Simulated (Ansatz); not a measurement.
C3H8As (SMILES [CH2][As](C)C), doublet, at a GFN2-xTB geometry; R2SCAN/STO-3G in Ansatz (an electronic-structure program).

Ansatz was given this input:
Ansatz 0.2 input:
```yaml
crystal:
  periodic: [false, false, false]
  atoms:
    - {symbol: C, position_ang: [-0.23006772, 1.67305898, -0.47276520]}
    - {symbol: As, position_ang: [-0.03169729, 0.03696667, 0.42430225]}
    - {symbol: C, position_ang: [1.64549136, -0.59278425, -0.41758700]}
    - {symbol: C, position_ang: [-1.32840602, -1.05317798, -0.59963945]}
    - {symbol: H, position_ang: [0.57211491, 2.39700141, -0.43075230]}
    - {symbol: H, position_ang: [-1.21209566, 2.12078496, -0.53997594]}
    - {symbol: H, position_ang: [1.86380277, -1.61129755, -0.10217392]}
    - {symbol: H, position_ang: [2.47309738, 0.04712382, -0.11745722]}
    - {symbol: H, position_ang: [1.54992401, -0.56470278, -1.50126901]}
    - {symbol: H, position_ang: [-2.33991879, -0.69798679, -0.41209461]}
    - {symbol: H, position_ang: [-1.11735202, -0.97762798, -1.66455109]}
    - {symbol: H, position_ang: [-1.26566772, -2.09577580, -0.29375005]}
basis:
  gaussian:
    orbitals: STO-3G
hamiltonian:
  xc: r2scan
magnetization: {spin_polarized: true, initial_magnetization: 1}
output: {forces: true}
```

What the program printed (banner, timings and long lists left out):

```
Functional definition: r2SCAN
496 factors; integrals over basis functions are off by at most 2.8e-5 eV
mean field evaluation 1: about -63354.6326 eV, gradient 1.1e1 eV
mean field evaluation 2: about -63354.3534 eV, gradient 1.4e1 eV
mean field evaluation 4: about -63355.7885 eV, gradient 7.4e-1 eV
mean field evaluation 8: about -63355.6832 eV, gradient 9.1e-3 eV
mean field -63355.68320093 eV, -2328.2784136097 hartree, gradient 3.1e-5 eV, S^2 0.755696; 0 other end points of the search recorded, 0 dependent functions left out
the calculation of the forces begins
reference -63355.68320806 eV, -2328.2784138719 hartree; 30, 29 occupied and 11, 12 virtual orbitals, 496 factors
Total energy: -63355.68320806 eV, -2328.2784138719 hartree
Atom 0 at    -0.230068     1.673059    -0.472765 Å, force     0.113257    -0.782595     0.129017 eV/Å
Atom 1 at    -0.031697     0.036967     0.424302 Å, force     0.052554    -0.332661    -0.017220 eV/Å
Atom 2 at     1.645491    -0.592784    -0.417587 Å, force    -1.069216     0.398161     0.198044 eV/Å
Atom 3 at    -1.328406    -1.053178    -0.599639 Å, force     0.868001     0.698064     0.316634 eV/Å
Atom 4 at     0.572115     2.397001    -0.430752 Å, force     0.450816     0.297828    -0.041581 eV/Å
Atom 5 at    -1.212096     2.120785    -0.539976 Å, force    -0.511276     0.148885    -0.100478 eV/Å
Atom 6 at     1.863803    -1.611298    -0.102174 Å, force     0.043299    -0.282929     0.072938 eV/Å
Atom 7 at     2.473097     0.047124    -0.117457 Å, force     0.217907     0.189577     0.080977 eV/Å
Atom 8 at     1.549924    -0.564703    -1.501269 Å, force     0.131060    -0.067183    -0.375044 eV/Å
Atom 9 at    -2.339919    -0.697987    -0.412095 Å, force    -0.272916     0.113592     0.050930 eV/Å
Atom 10 at    -1.117352    -0.977628    -1.664551 Å, force    -0.059072    -0.096617    -0.386683 eV/Å
Atom 11 at    -1.265668    -2.095776    -0.293750 Å, force     0.035586    -0.284123     0.072466 eV/Å
Dipole moment:     0.016555    -0.060911    -0.116397 e Å
```
